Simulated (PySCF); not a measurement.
**Energy of La²⁺ (lanthanum, charge +2) between two integer charges**

The 5d alpha orbital of [Xe] 5d1 is emptied in steps (occupation f), with all orbitals relaxed, ending at [Xe]. Computed with PySCF 2.14 in def2-TZVP with the def2 core potential (46 electrons) (6s4p3d1f, 40 functions), with scalar relativity through the core potential. The exact energy is a straight line in f; departures are measured from the line between the end points of the same method.

```json
{"f": "1", "BLYP (eV)": "0.000"}
{"f": "0.75", "BLYP (eV)": "-0.753"}
{"f": "0.5", "BLYP (eV)": "-1.006"}
{"f": "0.25", "BLYP (eV)": "-0.755"}
{"f": "0", "BLYP (eV)": "0.000"}
```

```json
{"method": "BLYP", "E(f=0) − E(f=1) (eV)": "18.976", "−ε at f=1 (eV)": "14.977", "−ε at f=0.5 (eV)": "18.968"}
```

Orbital energy along the path (eV):

```
   f     BLYP
   1  -14.977
0.75  -16.959
 0.5  -18.968
0.25  -20.989
   0  -23.002
```

Reference removal energy between the ground levels: 19.177 eV (measured; NIST Atomic Spectra Database, ionization energies). The calculation has no spin-orbit coupling.
